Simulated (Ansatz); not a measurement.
Ansatz results at the PBE0-D4/def2-TZVP geometry: LUMO energy (B3LYP/def2-TZVPP) -1.46 eV; HOMO energy (B3LYP/def2-TZVPP) -5.84 eV; size of the dipole moment (B3LYP/def2-TZVPP) 1.42 D.

Each molecule was computed in one conformer, which needn't be the lowest.

(1) Which molecule gave them?
A. `FC([SiH3])([SiH3])[SiH3]`
B. `OBO[SiH2][SiH3]`
C. `O[C@H]1[SiH2][Sn@H]1[OH]`
D. `CNB(C)N`

Results:

(1) C. The others give `OBO[SiH2][SiH3]`: -0.47, -7.97, 1.23; `FC([SiH3])([SiH3])[SiH3]`: -0.44, -8.21, 1.19; `CNB(C)N`: 0.59, -6.09, 1.11.

B3LYP here is the variant with VWN-RPA as its local correlation; programs differ in this.
